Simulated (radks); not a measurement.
The numbers below are computed, except where a source is named.
Species: Pd3+. Configuration: [Kr] 4d5 5s2 (not the ground configuration). Code: a radial shooting solver on a logarithmic mesh with Libxc functionals. Model: scalar-relativistic Kohn-Sham, PBE, spin-polarised, spherical densities, finite nucleus; open shells are filled with parallel spins first (spin-orbit coupling, left out, can overturn this in heavy ions); Fermi nuclear charge, rms radius 4.5318 fm.

Radial electron density D(r) = 4 pi r^2 rho(r):

r (bohr),D(r) (e/bohr),spin D(r)
0.001911,3.591,-0.0000215
0.002528,5.748,-0.0000347
0.003345,9.034,-0.0000551
0.004426,13.86,-0.0000864
0.005857,20.59,-0.000134
0.007749,29.32,-0.000205
0.01025,39.51,-0.000316
0.01357,49.57,-0.000499
0.01795,56.85,-0.000803
0.02356,58.70,-0.00122
0.03117,55.08,-0.00132
0.04125,50.62,0.00146
0.05458,53.19,0.0168
0.07221,64.82,0.0720
0.09555,73.97,0.224
0.1264,66.78,0.540
0.1673,51.43,0.991
0.2213,50.77,1.28
0.2928,58.89,0.950
0.3875,47.60,0.150
0.5127,24.15,0.219
0.6783,15.58,2.18
0.8975,16.26,4.51
1.188,11.36,4.54
1.571,5.186,2.56
2.079,2.271,0.808
2.751,0.9121,0.103
3.64,0.2036,-0.00779
4.816,0.01755,-0.00247
6.372,0.0004150,-0.0000950

D(r) has 4 maxima, at r = 0.0225, 0.0987, 0.298, 0.849 bohr, and minima at 0.0443, 0.193, 0.684 bohr, inside which lie 2.01, 11.10, 29.14 electrons.
